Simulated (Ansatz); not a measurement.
All values below come from frozen-core CCSD(T)/cc-pVTZ // PBE0-D4/def2-TZVP (Ansatz, an electronic-structure program).

Ansatz 0.2 input:
```yaml
crystal:
  periodic: [false, false, false]
  atoms:
    - { symbol: C, position_ang: [1.202654, 0.383974, 0.087373] }
    - { symbol: O, position_ang: [0.082158, -0.443383, 0.044329] }
    - { symbol: C, position_ang: [-1.340393, -0.038066, -0.129235] }
    - { symbol: H, position_ang: [1.820299, 0.118734, 1.013351] }
    - { symbol: H, position_ang: [0.932475, 1.433325, -0.025128] }
    - { symbol: H, position_ang: [1.984246, -0.017022, -0.64573] }
    - { symbol: H, position_ang: [0.239454, -1.425253, 0.139965] }
    - { symbol: H, position_ang: [-1.360745, 1.046581, -0.219674] }
    - { symbol: H, position_ang: [-1.692217, -0.601868, -1.021567] }
    - { symbol: H, position_ang: [-1.86793, -0.457026, 0.756316] }
basis:
  gaussian: { orbitals: cc-pVTZ }
correlation:
  method: ccsd_t
total_charge: 2
magnetization:
  spin_polarized: true
  initial_magnetization: 1
```

Output:

```
Functional definition: HF
1066 factors; integrals over basis functions are off by at most 1.2e-3 eV
mean field evaluation 1: about -4178.1974 eV, gradient 4.1e1 eV
mean field evaluation 2: about -4178.2004 eV, gradient 4.1e1 eV
mean field evaluation 4: about -4184.7570 eV, gradient 4.0e0 eV
mean field evaluation 8: about -4184.9302 eV, gradient 3.1e-1 eV
mean field evaluation 16: about -4184.9453 eV, gradient 5.1e-6 eV
mean field evaluation 32: about -4184.9349 eV, gradient 3.5e-1 eV
mean field evaluation 64: about -4181.8605 eV, gradient 1.6e0 eV
mean field evaluation 96: about -4182.0171 eV, gradient 7.7e-4 eV
mean field evaluation 128: about -4182.0798 eV, gradient 1.6e1 eV
mean field -4184.94527105 eV, -153.7939020534 hartree, gradient 5.1e-6 eV, S^2 0.773206; 6 other end points of the search recorded, 0 dependent functions left out
determinant -4184.94527105 eV, -153.7939020534 hartree, with singles and doubles -4201.54219874 eV, -154.4038278961 hartree
determinant -4182.01708728 eV, -153.6862932847 hartree, with singles and doubles -4198.31160767 eV, -154.2851058639 hartree
determinant -4181.83448681 eV, -153.6795828411 hartree, with singles and doubles -4198.66585793 eV, -154.2981243210 hartree
determinant -4181.70235884 eV, -153.6747272277 hartree, with singles and doubles -4197.99844804 eV, -154.2735974601 hartree
3 core orbitals not correlated
reference -4184.94527105 eV, -153.7939020534 hartree; 10, 9 occupied and 175, 176 virtual orbitals, 1066 factors
second order -15.43210520 eV of doubles, -0.00000000 eV of singles
cycle   1  -16.34665724 eV  change    -1.4e0 eV  update   2.3e-2
cycle   2  -16.38606790 eV  change   -3.9e-2 eV  update   5.3e-3
cycle   3  -16.38486329 eV  change    1.2e-3 eV  update   2.2e-3
cycle   4  -16.38659605 eV  change   -1.7e-3 eV  update   1.3e-3
cycle   5  -16.38787327 eV  change   -1.3e-3 eV  update   6.7e-4
cycle   6  -16.38825257 eV  change   -3.8e-4 eV  update   3.2e-4
cycle   7  -16.38846859 eV  change   -2.2e-4 eV  update   1.3e-4
cycle   8  -16.38846527 eV  change    3.3e-6 eV  update   9.6e-5
cycle   9  -16.38837377 eV  change    9.1e-5 eV  update   4.1e-5
cycle  10  -16.38837860 eV  change   -4.8e-6 eV  update   1.8e-5
perturbative correction -0.61942055 eV, -0.0227632852 hartree
Total energy: -4201.95307020 eV, -154.4189271437 hartree
```

Cost: about 5 core-minutes (a rough figure).
